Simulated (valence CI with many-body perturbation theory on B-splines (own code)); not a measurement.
## Hg³⁰⁺: calculated level list

Calculated by valence CI with perturbative core correlation (CI+MBPT): four valence electrons over a frozen Dirac-Fock core [Kr] 4d10, a basis of 7 s, 7 p, 7 d, 7 f, 4 g, 2 h functions for each j, with the one-electron correlation potential Σ1 (screened to all orders), the two-electron term Σ2, the three-electron term Σ3, Breit, model QED; selected single and double excitations, second order for the rest, scaled by the run's own slope (own B-spline code, finite nucleus).

No measured spectrum was set against this ion. As an estimate, large intervals hold to a few tenths of a per cent, small ones and those within an open d or f shell to about a per cent. Excitations out of the core, of the other parity, are not computed and may begin above about 190 eV (a cautious bound); beyond it only levels of the ground parity were kept, without lifetimes.

Levels 136 to 149 of 149, with energies above the lowest level, (4f5/2^4) J=4. "Leading %" is the weight of the configuration and term that name the level; weights of strongly mixed levels are sums over their largest components and can fall short. In the jj column 3d3/2^4 stands for four electrons in 3d with j = 3/2.

```
No.  Configuration  Term  J  E (cm⁻¹)  Leading %  Second component                  Leading jj
136          4f³5p    ³H  4   1847500         44     32 % 4f³5p ⁵I        4f5/2^3 5p1/2 (88 %)
137          4f³5p    ⁵K  6   1877200         53     17 % 4f³5p ³I  4f5/2^2 4f7/2 5p1/2 (96 %)
138          4f³5p    ³F  2   1880700         38     36 % 4f³5p ⁵G        4f5/2^3 5p1/2 (88 %)
139          4f³5p    ⁵I  5   1882000         34     29 % 4f³5p ³H  4f5/2^2 4f7/2 5p1/2 (95 %)
140          4f³5p    ³D  1   1886000         43     22 % 4f³5p ⁵F        4f5/2^3 5p1/2 (88 %)
141          4f³5p    ⁵H  3   1902100         34     25 % 4f³5p ³G        4f5/2^3 5p1/2 (77 %)
142          4f³5p    ³I  5   1904900         25     13 % 4f³5p ³H  4f5/2^2 4f7/2 5p1/2 (89 %)
143          4f³5p    ⁵K  7   1905600         31     21 % 4f³5p ³K  4f5/2^2 4f7/2 5p1/2 (62 %)
144          4f³5p    ³H  4   1907400         26     16 % 4f³5p ³F  4f5/2^2 4f7/2 5p1/2 (88 %)
145          4f³5p    ³F  2   1907400         23     15 % 4f³5p ⁵F        4f5/2^3 5p1/2 (61 %)
146          4f³5p    ⁵H  6   1910000         34     21 % 4f³5p ⁵I  4f5/2^2 4f7/2 5p1/2 (53 %)
147          4f³5p    ⁵G  3   1914600         32     20 % 4f³5p ⁵H  4f5/2^2 4f7/2 5p1/2 (92 %)
148          4f³5p    ⁵G  2   1917000         26     16 % 4f³5p ³F  4f5/2^2 4f7/2 5p1/2 (79 %)
149          4f³5p    ⁵P  1   1917200         45     12 % 4f³5p ³P  4f5/2^2 4f7/2 5p1/2 (93 %)
```
